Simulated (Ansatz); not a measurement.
`CBOC(=O)O`. Charge 0, multiplicity 1. The structure was optimised at the PBE0-D4/def2-TZVP level. It is one conformer, not always the lowest.

```xyz
11

C     0.138   -1.027    1.758
B    -0.187   -0.667    0.285
O     0.166    0.591   -0.162
C     0.044    0.952   -1.451
O     0.006    0.221   -2.394
O     0.005    2.283   -1.505
H     0.633   -0.229    2.314
H    -0.780   -1.312    2.284
H     0.769   -1.923    1.784
H    -0.742   -1.404   -0.473
H    -0.052    2.515   -2.441
```

(1) What is the dipole moment at B3LYP/def2-TZVPP? (Best estimate.)

(2) And with PBE, r2SCAN, ωB97M-V? (An estimate is asked.)

(3) Give the Mulliken charges with B3LYP, r2SCAN, ωB97M-V in def2-TZVPP. (Best estimate.)

Answers

(1) The calculation gave: 1.00 D, with components (-0.15, 0.75, 0.63) D in this frame, pointing from negative to positive charge.

(2) Ansatz gave: PBE 1.04 D, r2SCAN 1.06 D, ωB97M-V 1.01 D.

(3) The calculation gave: 
| atom | B3LYP | r2SCAN | ωB97M-V |
| --- | --- | --- | --- |
| C1 | -0.30 | -0.23 | -0.33 |
| B2 | 0.15 | 0.21 | 0.10 |
| O3 | -0.27 | -0.28 | -0.27 |
| C4 | 0.43 | 0.47 | 0.45 |
| O5 | -0.31 | -0.34 | -0.33 |
| O6 | -0.26 | -0.28 | -0.25 |
| H7 | 0.10 | 0.07 | 0.11 |
| H8 | 0.10 | 0.07 | 0.11 |
| H9 | 0.10 | 0.07 | 0.12 |
| H10 | 0.03 | 0.01 | 0.08 |
| H11 | 0.22 | 0.23 | 0.21 |

B3LYP here is the variant with VWN-RPA as its local correlation; programs differ in this.
